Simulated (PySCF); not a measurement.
Molecule: Cd(OMe)(SiH3), CH6CdOSi, SMILES [Cd]([O]C)[SiH3]. Atoms near the plane z = 0.8 Å, at the B3LYP/def2-SVP optimised geometry (x, y, z in Å): Cd1 (0.5, 0.4, 0.0), O2 (-1.5, 0.6, 0.0), C3 (-2.5, -0.5, 0.0), H4 (-3.5, 0.0, 0.0), H6 (-2.4, -1.1, 0.9), Si7 (3.0, 0.4, 0.0), H8 (3.5, 1.0, 1.2), H10 (3.5, -1.0, 0.0).

Calculation: PySCF with B3LYP/def2-TZVP, def2 effective core potentials past Kr. The core electrons that the potentials of Cd replace are not part of the density. The values are rescaled to run from 0 to 1.

```
|===============================|
|===============================|
|===============================|
|===============================|
|===============================|
|===============================|
|===============================|
|===============================|
|===============================|
|=========+++++=================|
|========+++++++++==============|
|=======+++***++++++============|
|=======++*#%#*++++++===========|
|=======++*%@%*++=++++==========|
|========+*%@%*+==++++==========|
|=======-=+*##*+++++++==========|
|======--:-=+++++++++===========|
|======-:..-=+++++++============|
|======-:  -====================|
|======-:.:-====================|
|=======----====================|
|===============================|
|===============================|
|===============================|
|===============================|
|===============================|
|===============================|
|===============================|
|===============================|
|===============================|
|===============================|
```
Scale: ten equal steps from 0.000 (start of ' ') to 1.00 (end of '@'), in the order ' .:-=+*#%@'; x runs from -5.50 to 5.50, y from -5.50 (bottom) to 5.50 (top).

**Question.** Which quantity is mapped?
(A) an orbital amplitude
(B) log10 of the electron density
(C) Laplacian of the electron density
(D) electrostatic potential

**Answer.** A, an orbital amplitude. In full: HOMO amplitude (bohr^(-3/2)).
